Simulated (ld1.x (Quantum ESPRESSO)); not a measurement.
**Pseudopotential generation for Mg: TM, LDA (PZ), scalar-relativistic.**

* Element: Mg
* Generator: ld1.x (Quantum ESPRESSO) 7.5
* Type: norm-conserving Troullier–Martins (Kleinman–Bylander form)
* Functional: LDA (PZ)
* Relativity: scalar-relativistic
* Frozen core: [Ne]
* Valence charge: 2
* Reference configuration: 3s1 3p0 (charge +1)
* Partial waves: 3s (bound): rc 2.10 bohr; 3d channel at 0.05 Ry: rc 2.00 bohr; 3p (bound, empty): rc 2.55 bohr
* Local potential: the p channel
* Core correction: Bessel-smoothed model core, default radius (core density twice the valence density)

All-electron outer shells of the reference configuration (LDA (PZ), scalar-relativistic, ld1.x):

```tsv
shell	level (eV)	outermost node (bohr)	outermost maximum (bohr)
3s	-11.53	0.90	2.35
3p	-7.16	0.94	2.90
```

**Question.** Estimate the cutoffs (Ry, on a coarse ladder) from which the occupation-weighted sum of valence levels, in a spherical-Bessel basis at the reference potential, stays within 10 and 1 mRy of its value at 400 Ry.

**Answer.** 8 Ry and 18 Ry.

**Question.** What does a ghost test show?

**Answer.** No extra level below or beside the all-electron valence levels (s, d, p, f tested).

**Question.** Tests: 3s2 3p0; 3s1.5 3p0; 3s1 3p1; 3s0 3p1; 3s0 3p2. Which has the largest error in its energy relative to the reference configuration, and how large is it?

**Answer.** 3s0 3p1, with -5.5 meV (all-electron minus pseudo) on +4.39 eV.
